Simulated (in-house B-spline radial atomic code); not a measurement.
LDA exchange-only excitations of Ar IX (Ar8+)

Method: LDA exchange-only. Computed with an all-electron radial atomic-structure program (B-spline basis): linear response of the closed shell [He] 2s2 2p6 with the functional's adiabatic kernel; non-relativistic, point nucleus, no spin-orbit coupling, no double excitations, S, P, D and F terms only. Only terms of natural parity with L up to 3 were computed.

Command:
```bash
python run_td.py task.json out
```
Settings (radii: box in bohr, nucleus in fm):
```
Z                        18
electrons                10
configuration            [He] 2s2 2p6
hamiltonian              nr
method                   lda,
box_radius               11.59
intervals                50
```

Time taken, with all properties: 0.1 s on 1 thread of Intel(R) Xeon(R) Platinum 8559C (Emerald Rapids), on a shared host.

The lowest states, in the order of their Tamm-Dancoff energies; the method's threshold (minus the highest occupied level) is 392.20 eV. Labels give the largest channel, * marks a mixed state, and oscillator strengths are full-response dipole values. Semilocal kernels can invert the small singlet-triplet splittings of Rydberg terms. Energies in eV:

```csv
state,full response,Tamm-Dancoff,oscillator strength
2p → 3s 3P,242.16,242.17,-
2p → 3s 1P,243.90,243.93,0.195
2p → 3p 3S,256.82,256.87,-
2p → 3p 3D,258.73,258.74,-
2p → 3p 1D,260.13,260.13,-
2p → 3p 1S,269.22,269.85,-
2p → 3d 3P,281.25,281.27,-
2p → 3d 3F,?,?,-
2p → 3d 1F,283.12,283.12,-
2p → 3d 1P,287.52,287.72,1.75
2s → 3s 3S,?,?,-
2s → 3s 1S,308.50,308.66,-
2p → 4s 3P,318.27,318.27,-
2p → 4s 1P,318.81,318.81,0.0181
2s → 3p 3P,321.80,321.81,-
2s → 3p 1P,323.14,323.16,0.37
2p → 4p 3S,323.96,323.97,-
2p → 4p 3D,324.47,324.47,-
2p → 4p 1D,324.90,324.90,-
2p → 4p 1S,328.42,328.73,-
2p → 4d 3P,332.63,332.63,-
2p → 4d 3F,332.83,332.83,-
```

(1) Where does 2s → 3s 3S lie?

(2) Where does 2p → 3d 3F lie?

(3) How large is the singlet-triplet splitting of 2p → 3s (P terms) in Tamm-Dancoff?

(4) What polarisabilities and dispersion coefficient does the method give?

## Answers

(1) At 304.86 eV in full response, 304.87 eV in Tamm-Dancoff.

(2) At 281.94 eV in full response, 281.95 eV in Tamm-Dancoff.

(3) 1.76 eV, from the unrounded values.

(4) Dipole 0.03863 bohr³, quadrupole 0.01168 bohr⁵, C6 0.01441 hartree·bohr⁶ for two such species.
